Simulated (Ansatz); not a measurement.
A run for Ansatz (a program for electronic structure): U-CCSD(T)/cc-pV(D+d)Z on H2P (SMILES [PH2+]), 2S+1 = 3, a spin state set in the input, which need not be the lowest. Charge +1. Files ending in .json are basis or fitting sets from the Basis Set Exchange.

Ansatz 0.2 input:
```yaml
crystal:
  periodic: [false, false, false]
  atoms:
    - {symbol: P, position_ang: [-0.00022356, 0.08110998, 0.00000000]}
    - {symbol: H, position_ang: [-1.23605902, -0.61173639, 0.00000000]}
    - {symbol: H, position_ang: [1.23941242, -0.60491337, 0.00000000]}
basis:
  gaussian:
    orbitals: cc-pV_D+d_Z.json
total_charge: 1
magnetization: {spin_polarized: true, initial_magnetization: 2}
correlation: {method: ccsd_t, electrons: outside_noble_gas}
scf: {omitted_lower_state_checks: [cluster_reference]}
```

It printed:

```
WARN ansatz: RAYON_NUM_THREADS=2 ignored (pool sized by the plan → 2); use --threads N
Functional definition: HF
these checks for a lower state are left out or cut short: cluster_reference
integrals: 0.01 GiB planned
318 factors; integrals over basis functions are off by at most 1.1e-3 eV
mean field: 0.06 GiB planned
mean field evaluation 1: about -9293.0096 eV, gradient 7.0e0 eV
mean field evaluation 2: about -9293.0183 eV, gradient 7.0e0 eV
mean field evaluation 4: about -9293.5538 eV, gradient 7.7e-1 eV
mean field evaluation 8: about -9293.5663 eV, gradient 1.7e-3 eV
mean field -9293.56625376 eV, -341.5322604202 hartree, gradient 7.4e-6 eV, S^2 2.007450; 0 other end points of the search recorded, 0 dependent functions left out
5 core orbitals not correlated
reference -9293.56625376 eV, -341.5322604202 hartree; 4, 2 occupied and 24, 26 virtual orbitals, 318 factors
second order -2.19212510 eV of doubles, -0.00000000 eV of singles
coupled cluster: 0.07 GiB planned
cycle   1  -2.63998940 eV  change   -4.5e-1 eV  update   4.9e-2
cycle   2  -2.81390267 eV  change   -1.7e-1 eV  update   2.0e-2
cycle   3  -2.82428632 eV  change   -1.0e-2 eV  update   6.1e-3
cycle   4  -2.82558454 eV  change   -1.3e-3 eV  update   1.8e-3
cycle   5  -2.82540403 eV  change    1.8e-4 eV  update   5.3e-4
cycle   6  -2.82542216 eV  change   -1.8e-5 eV  update   1.4e-4
cycle   7  -2.82549562 eV  change   -7.3e-5 eV  update   3.5e-5
cycle   8  -2.82547793 eV  change    1.8e-5 eV  update   1.0e-5
cycle   9  -2.82547724 eV  change    7.0e-7 eV  update   3.9e-6
perturbative correction -0.06028750 eV, -0.0022155249 hartree
Total energy: -9296.45201850 eV, -341.6383103184 hartree
Checks for a lower state left out: cluster_reference
```

The run converged.

Cost: roughly 1.1 core-seconds.
